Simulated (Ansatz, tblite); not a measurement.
Isomers of Si$_{5}$Te$_{3}$ (singlet), found by a short tight-binding search and relaxed with PBE-D4/def2-SVP in Ansatz.

In the def2 sets Te takes a core potential; there is no spin–orbit coupling. The xTB rows come from tblite. Correlated methods freeze 37 core orbitals; core or outer-core shells of Te are correlated, in sets that lack core-valence functions.

Run but left out: HF/def2-SVP (A: restricted singlet, unstable towards broken spin symmetry); B2PLYP/def2-TZVP (A: restricted singlet, unstable in another Hartree–Fock run and untested here).

A: The restricted singlet is unstable towards broken spin symmetry in Hartree–Fock (as tested in another run); at PBE-D4/def2-TZVP, r2SCAN-D4/def2-TZVP, r2SCANh-D4/def2-TZVP, PBE0-D4/def2-TZVP this wasn't settled. At CCSD(T)/def2-SVP T1 of the charge 0 singlet is large (up to 0.022), so the single-reference result is doubtful. At CCSD(T)/def2-SVP the restricted singlet (for correlated methods, its reference) is unstable: a solution with broken spin symmetry lies lower. C: At CCSD(T)/def2-SVP T1 of the charge 0 singlet is large (up to 0.023), so the single-reference result is doubtful.

Other spin states weren't relaxed.

A:

```xyz
8

Si   -0.962    0.055    0.212
Si    0.055   -1.078    2.033
Si    0.587   -2.520    0.114
Si    0.091    2.334    0.324
Si    1.016    0.805   -1.308
Te   -2.462    2.086    0.026
Te    2.338   -0.538    0.659
Te   -0.664   -1.142   -2.060
```

B:

Cartesian coordinates in Å:
```
Si -0.399 1.093 -0.369
Si 0.423 1.956 1.786
Si -0.969 -0.784 -1.686
Si -2.455 0.889 -1.437
Si 1.658 -0.130 -0.897
Te 0.808 -2.454 -1.909
Te -0.837 -0.172 2.734
Te 1.770 -0.398 1.777
```

C:

Cartesian coordinates in Å:
```
Si 2.134 0.496 0.470
Si 1.200 -1.061 -1.434
Si -2.069 0.515 1.047
Si -1.712 1.115 -1.211
Si 0.814 -1.712 1.014
Te -1.464 -1.487 -0.626
Te 0.243 0.552 2.304
Te 0.854 1.581 -1.563
```

Q: Estimate which lies lowest at each level, and how far above it the others are (kcal/mol).

A: 
```
               level     A     B    C
            GFN1-xTB   5.4  25.3  0.0
            GFN2-xTB  18.1  24.6  0.0
    PBE-D4/def2-TZVP  17.3  31.5  0.0
 r2SCAN-D4/def2-TZVP  14.6  25.3  0.0
r2SCANh-D4/def2-TZVP  14.9  26.0  0.0
   PBE0-D4/def2-TZVP  17.0  30.9  0.0
        MP2/def2-SVP  17.7  28.4  0.0
       CCSD/def2-SVP  14.2  23.7  0.0
    CCSD(T)/def2-SVP  15.1  25.5  0.0
```
Point groups (tolerance 0.1 Å): A not assigned, B not assigned, C Cs. Lower isomers may exist.
